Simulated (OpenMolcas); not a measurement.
3d³ along the 21-electron sequence

| Item | Value |
| --- | --- |
| Program | OpenMolcas |
| Method | MS-CASPT2, IPEA 0.25 Eh, imaginary shift 0.1 Eh |
| Basis | ANO-RCC-VTZP |
| Scalar Hamiltonian | DKH2, point nucleus |
| Spin-orbit coupling | RASSI with atomic mean-field integrals over the reference wave functions, term energies averaged over their components |

Active space for each ion: 3 electrons in 10 orbitals (3d 4d); closed shells correlated by CASPT2: 3s 3p.

Computed levels in cm-1 above ⁴F_3/2:

```csv
Level,Cr3+,Mn4+,Fe5+,Co6+
⁴F_5/2,248,376,545,737
⁴F_7/2,587,886,1278,1720
⁴F_9/2,1009,1514,2170,2910
⁴P_1/2,14770,16860,19650,22180
⁴P_3/2,14880,17020,19850,22410
⁴P_5/2,15180,17480,20540,23360
²G_7/2,15520,18040,21330,24360
²G_9/2,15890,18580,22080,25340
²P_1/2,20090,23330,27450,31190
weight of ⁴F in the lowest level (%),100,100,100,100
```

Measured, with the error of the calculation in %. Measured levels: Cr3+ from Sugar and Corliss, J. Phys. Chem. Ref. Data 6, 317 (1977); Mn4+ from Corliss and Sugar, J. Phys. Chem. Ref. Data 6, 1253 (1977); Fe5+ from Corliss and Sugar, J. Phys. Chem. Ref. Data 11, 135 (1982); Co6+ from Sugar and Corliss, J. Phys. Chem. Ref. Data 10, 1097 (1981).

```csv
Level,Cr3+,Mn4+,Fe5+,Co6+
⁴F_5/2,236 (+5.3),359 (+4.7),511 (+6.6),698 (+5.6)
⁴F_7/2,556 (+5.7),835 (+6.0),1188 (+7.6),1610 (+6.8)
⁴F_9/2,946 (+6.8),1412 (+7.2),2001 (+8.7),2723 (+6.8)
⁴P_1/2,14059 (+5.0),16434 (+2.6),18738 (+4.9),21096 (+5.1)
⁴P_3/2,14177 (+5.0),16595 (+2.5),18942 (+4.8),21304 (+5.2)
⁴P_5/2,14471 (+4.9),17049 (+2.5),19611 (+4.7),22187 (+5.3)
²G_7/2,15052 (+3.1),17892 (+0.8),20616 (+3.5),
²G_9/2,15402 (+3.2),18399 (+1.0),21315 (+3.6),
²P_1/2,19519 (+2.9),23082 (+1.1),26496 (+3.6),
```

The fine-structure level ⁴F_9/2 changes by a factor of 2.88 from Cr3+ to Co6+. Its fourth root runs 5.64, 6.24, 6.83, 7.34, with steps per unit of Z of 0.60, 0.59, 0.52; equal steps would mean a (Z - σ)^4 law with constant σ.

⁴P_1/2 changes by a factor of 1.5 over the same range, with steps per unit of Z of +2090, +2790, +2530 cm-1.

CASPT2 does not keep the components of a term degenerate, so their means are used; among the terms shown or strongly mixed into the levels shown the widest spread is 1100 cm-1 (3d³ ⁴F, Mn4+). Active for correlation alone: 4d; no level in the range computed is led by a configuration that fills it, so any true level of that kind is missing. Computed and measured levels are paired by configuration, term and J; levels that our copy of the source lacks, or whose pairing is in doubt (as where it misses far off the trend of its configuration), stay unpaired and out of the deviations. Only configurations of the active space appear.
